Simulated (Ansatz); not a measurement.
Ideal-gas functions of `O=CC(F)[TeH]` at 400 K and 1 bar, from an Ansatz frequency run at PBE0-D4/def2-TZVP.

Molar mass 189.64 g/mol, point group C1 (symmetry number 1), electronic degeneracy 1, moments of inertia 86.676, 355.507, 411.732 u Å². Harmonic wavenumbers (cm⁻¹, unscaled): 100, 196, 252, 267, 288, 508, 669, 784, 893, 984, 1122, 1193, 1350, 1398, 1838, 2160, 2928, 3071.

Use S(trans) = R[1.5 ln M + 2.5 ln T − 1.1517]; rotational temperatures θ = 24.2544 K / I; S(rot) = R[ln(√π/σ · √(T³/θAθBθC)) + 1.5]; for each mode x = 1.438777 ν̃/T, S = R[x/(eˣ − 1) − ln(1 − e⁻ˣ)] and H = RT x/(eˣ − 1); 1 cm⁻¹ = 0.0119627 kJ/mol; R = 8.31446 J/(mol·K).

Q: By hand: the entropy, in J/(mol·K).

A: Translation 180.4. Rotation: θ = 0.2798, 0.0682, 0.0589 K, giving 120.2. Vibration, mode by mode: 16.86, 11.39, 9.41, 8.96, 8.38, 4.37, 2.77, 2.00, 1.46, 1.12, 0.75, 0.61, 0.38, 0.33, 0.09, 0.03, 0.00, 0.00, in all 68.9. Electronic 0.0. Sum 369.5 J/(mol·K).

Q: By hand: H − E and G − E in kJ/mol, counted from the electronic energy.

A: Zero-point energy ½ × 20001 × 0.0119627 = 119.6; thermal vibration 15.0; translation, rotation and pV give 4 RT = 13.3. H − E = 147.9 kJ/mol, and G − E = 147.9 − 400 × 369.5/1000 = 0.1 kJ/mol.

Vibration gives 19 % of the entropy, 16.9 J/(mol·K) of it from the mode under 150 cm⁻¹: soft modes count most, and the harmonic formula is weakest for them. The sum counts one conformer and one mirror image; others add a mixing term.
